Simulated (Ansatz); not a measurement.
`O=C[SiH](O)Cl` + `O[SiH2]C[SiH](O)O` → `O[SiH2]C[SiH](O)Cl` + `O=C[SiH](O)O`  (redistribution)

Isolated molecules relaxed with PBE0-D4/def2-TZVP in Ansatz; ΔE leaves out vibrations. CBS: MP2 limit from def2 TZ/QZ plus the TZ coupled-cluster correction, frozen cores. Functionals use def2-TZVPP. B3LYP here is the variant with VWN-RPA as its local correlation; programs differ in this. One conformer a species, not always the lowest.

```csv
level,ΔE (kcal/mol),difference from CCSD(T)/CBS
PBE-D4,-1.7,0.7
PBE0-D4,-2.0,0.4
B3LYP-D4,-2.1,0.3
ωB97X-V,-2.3,0.1
ωB97M-V,-2.3,0.1
B2PLYP,-1.9,0.5
PBE,-1.3,1.1
r2SCAN,-1.7,0.7
B3LYP,-1.4,1.0
MP2/CBS(def2),-2.5,-0.1
CCSD(T)/CBS,-2.4,0
```

Largest T1 diagnostic among the species: 0.014.
